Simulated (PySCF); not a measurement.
Sn(Me)2(OH)(OMe), C₃H₁₀O₂Sn, SMILES C[O][Sn]([CH3])([CH3])[OH], GFN2-xTB optimised geometry.

```
16

C     -0.64     1.42    -0.61
O     -1.42     0.43     0.00
Sn    -1.01    -1.53     0.00
C     -1.67    -2.46    -1.89
C     -1.76    -2.16     1.95
O      1.00    -1.53     0.00
H     -0.79     1.45    -1.69
H     -0.97     2.37    -0.18
H      0.42     1.30    -0.40
H     -2.70    -2.19    -2.08
H     -1.58    -3.54    -1.83
H     -1.04    -2.09    -2.69
H     -2.69    -1.64     2.15
H     -1.92    -3.23     1.96
H     -1.03    -1.89     2.70
H      1.42    -2.37    -0.16
```

Density from CAM-B3LYP/def2-TZVP, def2 effective core potentials past Kr (PySCF) at that geometry. The core electrons that the potentials of Sn replace are not part of the density.

Minimum of the electron density along straight lines between bonded atoms, close to the bond critical point (lines longer than 1.1 times the sum of covalent radii, or with two minima, are not listed):

```
bond    length / Å  ρ at the minimum / e bohr⁻³  ∇²ρ there / e bohr⁻⁵  position (fraction from the first atom)
------  ----------  ---------------------------  --------------------  ---------------------------------------
C1–O2        1.401                        0.266                 -0.61                                     0.36
O2–Sn3       2.000                        0.113                  0.43                                     0.49
Sn3–C4       2.208                        0.096                  0.08                                     0.51
Sn3–C5       2.188                        0.100                  0.08                                     0.51
Sn3–O6       2.004                        0.111                  0.43                                     0.51
C1–H7        1.093                        0.283                 -1.00                                     0.64
C1–H8        1.091                        0.285                 -1.02                                     0.65
C1–H9        1.090                        0.287                 -1.02                                     0.65
C4–H10       1.083                        0.280                 -0.96                                     0.64
C4–H11       1.083                        0.279                 -0.95                                     0.64
C4–H12       1.086                        0.278                 -0.95                                     0.64
C5–H13       1.083                        0.280                 -0.96                                     0.64
C5–H14       1.084                        0.279                 -0.96                                     0.64
C5–H15       1.084                        0.279                 -0.96                                     0.65
O6–H16       0.955                        0.362                     ?                                     0.80
```

**Question.** Complete the blanks.

**Answer.** 
- O6–H16, ∇²ρ there / e bohr⁻⁵: -2.43
